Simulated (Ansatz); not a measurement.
Born–Oppenheimer molecular dynamics of H₆N₂OSi (10 atoms, charge 0, multiplicity 1). It starts from a relaxed structure.

All numbers below come from RKS r2SCAN-D4/STO-3G (Ansatz).

```json
{
  "ensemble": "NVE (Milne-controlled integrator)",
  "time step": "1 fs",
  "steps asked": "100",
  "starting velocities drawn for": "300 K",
  "masses": "H 10 u",
  "seed": "418110"
}
```

First frame:

```xyz
10
Properties=species:S:1:pos:R:3
N -0.827 1.217 -0.306
Si 0.501 0.108 0.091
N -0.322 -1.174 0.998
O 1.247 -0.293 -1.390
H -0.462 2.191 -0.451
H -1.450 1.311 0.535
H 1.596 0.564 0.928
H -1.016 -1.663 0.380
H 0.359 -1.933 1.247
H 0.456 -0.378 -2.029
```

Task: How far do the bonds stretch over the last three quarters of this one trajectory? (Pairs bonded in most of those frames.)

Result: 
| bond | mean (Å) | spread (Å) | shortest | longest |
| --- | --- | --- | --- | --- |
| N1–Si2 | 1.764 | 0.034 | 1.72 | 1.81 |
| N1–H5 | 1.047 | 0.012 | 1.02 | 1.07 |
| N1–H6 | 1.046 | 0.012 | 1.03 | 1.07 |
| Si2–N3 | 1.777 | 0.030 | 1.73 | 1.83 |
| Si2–O4 | 1.713 | 0.027 | 1.67 | 1.75 |
| Si2–H7 | 1.456 | 0.009 | 1.44 | 1.47 |
| N3–H8 | 1.052 | 0.010 | 1.04 | 1.07 |
| N3–H9 | 1.052 | 0.010 | 1.03 | 1.07 |
| O4–H10 | 1.022 | 0.007 | 1.01 | 1.04 |

Mean temperature of the second half: 124 K. The conserved energy stayed within 0.0033 meV per atom of its start (net change -0.001 meV per atom), so the integration is sound. A run of 0.1 ps of so small a system gives no equilibrium averages. Limits of this set-up: minimal basis.

Run time: 4.4 min on 1 thread of Arm Neoverse V1, with other jobs on the host, peak memory 0.11 GiB.
